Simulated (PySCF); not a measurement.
# Relaxation of doublet Cu3

Level of theory: UPBE0 in PySCF with Cu def2-TZVP; no relativity; density-fitted integrals. A (50,194) grid was used.

A start displaced from a saddle point along its imaginary mode, of C2v symmetry, held to at least that symmetry:

Coordinates in bohr (charge 0 multiplicity 2):
```
Cu   -0.4553   -0.1261    0.0000
Cu    0.2276    0.0631    4.4596
Cu    0.2276    0.0631   -4.4596
```

Optimiser trace:
| step | E − E(last) (kJ/mol) | largest gradient (Eh/bohr) |
| --- | --- | --- |
| 0 | 19.98 | 0.00288 |
| 1 | 19.75 | 0.00230 |
| 2 | 19.10 | 0.00152 |
| 3 | 18.94 | 0.00164 |
| 4 | 16.62 | 0.00126 |
| 5 | 16.25 | 0.00289 |
| 6 | 16.01 | 0.00209 |
| 7 | 15.55 | 0.00025 |
| 8 | 15.51 | 0.00012 |
| 9 | 15.46 | 0.00014 |
| 10 | 15.37 | 0.00034 |
| 11 | 14.79 | 0.00135 |
| 12 | 12.62 | 0.00434 |
| 13 | 11.78 | 0.01335 |
| 14 | 6.06 | 0.00929 |
| 15 | 2.14 | 0.00710 |
| 16 | 0.68 | 0.00595 |
| 17 | 0.02 | 0.00049 |
| 18 | 0.00 | 0.00013 |
| 19 | 0.00 | 0.00003 |

It ends at C2v with Cu–Cu 2.339 Å (×2), Cu–Cu 2.629 Å; Cu–Cu–Cu 55.8° (×2), Cu–Cu–Cu 68.4°. A frequency run shows a minimum.

Final geometry:
```xyz
3
charge 0 multiplicity 2, angstrom
Cu   -1.2433   -0.3444    0.0000
Cu    0.6217    0.1722    1.3144
Cu    0.6217    0.1722   -1.3144
```

Open d and f shells are described by one determinant, and the ground state may have another occupation or spin.
